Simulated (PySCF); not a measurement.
A calculated (BP86, PySCF 2.14, aug-cc-pVDZ-DK, scalar relativity by spin-free X2C-1e) atom or ion has these occupied shells.

```
shell  electrons  orbital energy (eV)  rms radius, mean of both spins (bohr)
 1s α          1              -7628.3                                 0.0648
 1s β          1              -7628.2                                 0.0648
 2s α          1              -938.91                                  0.277
 2s β          1              -936.61                                  0.277
 2p α          3              -809.70                                  0.249
 2p β          3              -807.94                                  0.249
 3s α          1              -142.74                                  0.826
 3s β          1              -137.87                                  0.826
 3p α          3              -105.73                                  0.876
 3p β          3              -100.96                                  0.876
 3d α          5              -47.093                                   1.05
 3d β          1              -43.143                                   1.05
```

(1) Name the element and its charge.

## Answers

(1) Co³⁺ (cobalt, charge +3), in [Ar] 3d6, high-spin 5D determinant.
